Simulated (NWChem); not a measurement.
System: CuH; SMILES [CuH]

Parts of the log:

```
             Northwest Computational Chemistry Package (NWChem) 7.3.0
             --------------------------------------------------------

 ORDER OF PRIMARY AXIS IS BEING SET TO 4
 C4V symmetry detected

                             Geometry "geometry" -> ""
                             -------------------------

 Output coordinates in angstroms (scale by  1.889725989 to convert to a.u.)

  No.       Tag          Charge          X              Y              Z
 ---- ---------------- ---------- -------------- -------------- --------------
    1 Cu                  29.0000     0.00000000     0.00000000     0.04921090
    2 H                    1.0000     0.00000000     0.00000000    -1.42711610

 Effective nuclear repulsion energy (a.u.)      10.3948110554

      Symmetry information
      --------------------

 Group name             C4v
 Group number             18
 Group order               8
 No. of unique centers     2

                                 NWChem DFT Module
                                 -----------------

 Summary of "ao basis" -> "ao basis" (spherical)
 ------------------------------------------------------------------------------
       Tag                 Description            Shells   Functions and Types
 ---------------- ------------------------------  ------  ---------------------
 Cu                         def2-svp                11       31   5s3p2d1f
 H                          def2-svp                 3        5   2s1p

      Symmetry analysis of basis
      --------------------------

        a1         14
        a2          0
        b1          3
        b2          3
        e          16

            General Information
            -------------------
          SCF calculation type: DFT
          Wavefunction type:  closed shell.
          No. of atoms     :     2
          No. of electrons :    30
           Alpha electrons :    15
            Beta electrons :    15
          Charge           :     0
          Spin multiplicity:     1
          Use of symmetry is: on ; symmetry adaption is: on
          Maximum number of iterations: 150
          AO basis - number of functions:    36
                     number of shells:    14
          Convergence on energy requested:  1.00D-06
          Convergence on density requested:  1.00D-05
          Convergence on gradient requested:  5.00D-04

              XC Information
              --------------
                    Becke 1988 Exchange Functional  1.000
              Lee-Yang-Parr Correlation Functional  1.000

             Grid Information
             ----------------
          Grid used for XC integration:  medium
          Radial quadrature: Mura-Knowles
          Angular quadrature: Lebedev.
          Tag              B.-S. Rad. Rad. Pts. Rad. Cut. Ang. Pts.
          ---              ---------- --------- --------- ---------
          Cu                  1.35      112           8.0       590
          H                   0.35       45           8.0       434
          Grid pruning is: on
          Number of quadrature shells:   157
          Spatial weights used: Becke

      Superposition of Atomic Density Guess
      -------------------------------------

 Sum of atomic energies:       -1639.18450498

      Non-variational initial energy
      ------------------------------

 Total energy =   -1638.813756
 1-e energy   =   -2302.874863
 2-e energy   =     653.666297
 HOMO         =      -0.454081
 LUMO         =      -0.086076

      Symmetry analysis of molecular orbitals - initial
      -------------------------------------------------

 !! scf_movecs_sym_adapt:    6 vectors were symmetry contaminated

  Symmetry fudging

 !! scf_movecs_sym_adapt:    4 vectors were symmetry contaminated

  Numbering of irreducible representations:

     1 a1          2 a2          3 b1          4 b2          5 e

  Orbital symmetries:

     1 a1          2 a1          3 a1          4 e           5 e
     6 a1          7 a1          8 e           9 e          10 a1
    11 e          12 e          13 b1         14 b2         15 a1
    16 a1         17 a1         18 e          19 e          20 a1
    21 a1         22 e          23 e          24 b1         25 b2

   convergence    iter        energy       DeltaE   RMS-Dens  Diis-err
 ---------------- ----- ----------------- --------- --------- ---------
 d= 0,ls=0.0,diis     1  -1640.7529873136 -1.65D+03  4.16D-01  2.09D+00
 d= 0,ls=0.0,diis     2  -1621.5508576197  1.92D+01  4.14D-01  5.74D+01
 d= 0,ls=0.0,diis     3  -1640.8735851867 -1.93D+01  3.18D-02  5.84D-01
 d= 0,ls=0.0,diis     4  -1640.8142380271  5.93D-02  2.30D-02  4.48D-01
 d= 0,ls=0.0,diis     5  -1640.9256906916 -1.11D-01  2.05D-03  2.24D-03
  Resetting Diis
 d= 0,ls=0.0,diis     6  -1640.9259437096 -2.53D-04  7.86D-04  6.77D-04
 d= 0,ls=0.0,diis     7  -1640.9260187846 -7.51D-05  3.71D-04  1.18D-05
 d= 0,ls=0.0,diis     8  -1640.9260101798  8.60D-06  2.23D-04  1.03D-04
 d= 0,ls=0.0,diis     9  -1640.9260201342 -9.95D-06  4.34D-05  3.43D-06
 d= 0,ls=0.0,diis    10  -1640.9260206831 -5.49D-07  9.43D-06  3.38D-08

         Total DFT energy =    -1640.926020683145
      One electron energy =    -2307.158408445732
           Coulomb energy =      723.399453973847
    Exchange-Corr. energy =      -67.561877266663
 Nuclear repulsion energy =       10.394811055404

 Numeric. integr. density =       29.999999982861

                  Occupations of the irreducible representations
                  ----------------------------------------------

[...]

                         DFT ENERGY GRADIENTS

    atom               coordinates                        gradient
                 x          y          z           x          y          z
   1 Cu      0.000000   0.000000   0.092995    0.000000   0.000000   0.002919
   2 H       0.000000   0.000000  -2.696858    0.000000   0.000000  -0.002919
```

Level: BLYP/def2-SVP. The geometry was optimised at PBE0/def2-SVP.

Q: Which NWChem input produces such a log?

A: One answer among several that fit: the input that was run:
```
start job
memory heap 200 mb stack 900 mb global 1100 mb
geometry units angstroms noautoz
  Cu     0.000000     0.000000     0.073529
  H      0.000000     0.000000    -1.402798
end
basis spherical
  * library def2-svp
end
dft
  xc becke88 lyp
  iterations 150
  grid medium becke
end
task dft gradient
```
